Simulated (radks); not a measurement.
Task: Species: Se V. Configuration: [Ar] 3d10 4s2 (the NIST ground configuration). All-electron calculation, non-relativistic Kohn-Sham, exchange-only PBE, spin-polarised, spherical densities, point nucleus. Program: a radial shooting solver on a logarithmic mesh with Libxc functionals. Some entries of the table are withheld. Estimate them.

| orbital | occ. | eigenvalue (hartree) | <r> (bohr) |
|---|---|---|---|
| 1s | 2 | -453.9881 | 0.04499 |
| 2s | 2 | -59.25000 | 0.2000 |
| 2p | 6 | -53.40123 | 0.1728 |
| 3s | 2 | (1) | (2) |
| 3p | 6 | -7.38541 | 0.5933 |
| 3d | 10 | -3.82087 | 0.6220 |
| 4s | 2 | (3) | (4) |

Result: 
(1) 3s eigenvalue (hartree): -9.39766
(2) 3s <r> (bohr): 0.5846
(3) 4s eigenvalue (hartree): -2.19996
(4) 4s <r> (bohr): 1.621
